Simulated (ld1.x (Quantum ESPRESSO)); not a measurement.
u(r) = r·R(r): atom against pseudo-atom (aluminium)

Columns: radius, all-electron u(r) and pseudo u(r) of the 2s shell (level -107.72 eV) of aluminium in the configuration [He] 2s2 2p6 3s2 3p1; PBE, non-relativistic, RRKJ scheme, ld1.x (Quantum ESPRESSO) 7.5.

```tsv
r (bohr)	all-electron	pseudo
0.038	0.5303	-0.0361
0.075	0.5809	-0.0892
0.113	0.3975	-0.1754
0.150	0.1229	-0.2949
0.188	-0.1808	-0.4494
0.225	-0.4587	-0.6185
0.263	-0.7062	-0.7944
0.300	-0.9034	-0.9517
0.338	-1.0601	-1.0862
0.375	-1.1712	-1.1850
0.413	-1.2476	-1.2534
0.450	-1.2905	-1.2920
0.488	-1.3079	-1.3080
0.525	-1.3038	-1.3038
0.563	-1.2825	-1.2825
0.600	-1.2489	-1.2489
0.638	-1.2047	-1.2047
0.675	-1.1548	-1.1548
0.713	-1.0987	-1.0987
0.750	-1.0413	-1.0413
0.788	-0.9810	-0.9810
0.825	-0.9219	-0.9219
0.863	-0.8620	-0.8620
0.900	-0.8049	-0.8049
0.938	-0.7482	-0.7482
0.975	-0.6952	-0.6952
```

Question: How many radial nodes do the two functions have?

Answer: The all-electron 2s function has n − l − 1 = 1; the pseudo-wave has 0, since the states of the same l below it are removed with the core.

Question: At about which radius was the pseudo-wave matched?

Answer: 0.50 bohr, where the columns begin to agree (steps of 0.04 bohr).

Question: Is the pseudo-wave norm-conserving?

Answer: Yes: the RRKJ scheme keeps the norm inside the radius equal to the all-electron one, which fixes the energy derivative of the logarithmic derivative at the level.
